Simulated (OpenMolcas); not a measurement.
**Cu2+: moving the ligands**

Cu2+ with 6 ligands (fluoride) in octahedral coordination (Oh) at 2.04 Å. A charge of +0.667 e stands 2.6 Å behind each ligand. Ligand basis ANO-RCC-VDZP.
```
Cu    0.0000    0.0000    0.0000
F     2.0400    0.0000    0.0000
F     0.0000    2.0400    0.0000
F    -2.0400    0.0000    0.0000
F     0.0000   -2.0400    0.0000
F     0.0000    0.0000    2.0400
F     0.0000    0.0000   -2.0400
```

```json
{
 "Program": "OpenMolcas 26.06",
 "Method": "CASSCF",
 "Basis": "ANO-RCC-VDZP [5s4p2d1f]",
 "Scalar Hamiltonian": "DKH2, point nucleus",
 "Active space": "9 electrons in 5 orbitals (3d)",
 "State averaging": "2S+1 = 2 even, 5 roots",
 "Spin-orbit coupling": "RASSI with atomic mean-field integrals over the reference wave functions"
}
```

Runs around this geometry, states (labels of O, the rotations of Oh). Energies in cm-1 above the lowest state or level, χT in cm3 K/mol; 10Dq is the gap between the two states.

| R (Å) | Ground state | First state of that spin | 10Dq | First gap with spin-orbit (degeneracies) | χT at 300 K |
| --- | --- | --- | --- | --- | --- |
| 1.97 | 2E | 2T2 5819 | 5819 | 5160 (4, 2) | 0.623 |
| 2.04 | 2E | 2T2 4649 | 4649 | 4023 (4, 2) | 0.683 |
| 2.13 | 2E | 2T2 3506 | 3506 | 2928 (4, 2) | 0.771 |

Taking |10Dq| as R^-n, n = -ln(3506 / 5819) / ln(2.13 / 1.97) = 6.5 between the shortest and longest distance. The point-charge formula for a cubic d site gives n = 5.

An orbital doublet at a regular site is open to a Jahn-Teller distortion, which this geometry leaves out. Ligand-to-metal charge-transfer states are missing. With metal d orbitals alone and no dynamic correlation the field as a rule comes out too small, by tens of per cent, by up to half for chloride and softer ligands, and the orbital part of g and χT, which goes as 1/10Dq, too large. No measured value stands beside these numbers; the geometry is a model, was not optimised and need not be the one that this ion takes.
